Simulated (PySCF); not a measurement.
Ir⁶³⁺ (iridium, charge +63): Hartree-Fock from Schrödinger to Dirac-Coulomb-Breit

Occupied: 1s1/2, 2s1/2, 2p1/2, 2p3/2, 3s1/2, 3p1/2. Hartree-Fock calculated with PySCF 2.14 in an even-tempered Gaussian basis (16 s from 9.1 bohr⁻², ratio 2.7; 14 p from 11 bohr⁻², ratio 2.7), Gaussian nucleus throughout. NR is non-relativistic, sf-X2C the spin-free one-electron X2C Hamiltonian, X2C adds the bare one-electron spin-orbit term, X2C-SNSO screens it by Boettger's factors, DC is four-component Dirac-Coulomb, and the Gaunt and Breit terms are added at first order (total energies over the DC spinors, levels after relaxing the spinors in that mean field). QED terms are absent. Levels marked empty are virtual spinors of this ion; the basis has s and p functions only, so 3d, which can lie below the n = 4 levels, is absent.

```
Hamiltonian  E (hartree)  E − E(DC) (hartree)  CPU seconds
        X2C  -13206.6095               4.7780          0.2
   X2C-SNSO  -13204.7182               6.6693          0.2
         DC  -13211.3875               0.0000          9.2
   DC+Gaunt  -13193.5657              17.8219           15
   DC+Breit  -13195.1650              16.2225           43
```

```csv
level (eV),X2C,X2C-SNSO,DC,DC+Gaunt,DC+Breit
1s1/2,-81780.0,-81782.0,-81878.7,-81597.9,-81617.1
2s1/2,-18547.0,-18547.7,-18561.9,-18530.5,-18533.0
2p1/2,-18059.4,-18021.1,-18030.8,-17977.6,-17982.8
2p3/2,-16317.8,-16330.1,-16340.0,-16305.7,-16310.8
3s1/2,-7454.5,-7454.8,-7458.2,-7450.3,-7451.3
3p1/2,-7288.4,-7278.5,-7281.1,-7267.4,-7269.1
3p3/2 (empty),-6705.2,-6708.5,-6710.6,-6702.1,-6703.8
4s1/2 (empty),-3884.7,-3884.7,-3886.0,-3883.0,-3883.5
```

```csv
interval (eV),X2C,X2C-SNSO,DC,DC+Gaunt,DC+Breit
2p3/2 − 2p1/2,1742,1691,1691,1672,1672
```

Weight of the small component: 1s1/2 0.0851, 2s1/2 0.0199, 2p1/2 0.0198, 2p3/2 0.0178, 3s1/2 0.00769, 3p1/2 0.00763, 3p3/2 0.00704, 4s1/2 0.00364.

Koopmans' value for the highest occupied level at DC+Breit: 7269.1 eV, against an ionisation energy of 7274 ± 19 eV (theoretical estimate listed by NIST; NIST Atomic Spectra Database, ionization energies); the former lacks relaxation, correlation, QED and recoil.

The whole ladder took 70 s of wall time on 1 thread of Neoverse-V2 (shared host), launched as `OMP_NUM_THREADS=1 python relrun2.py TASK.json OUT` (a driver that calls PySCF for each Hamiltonian).
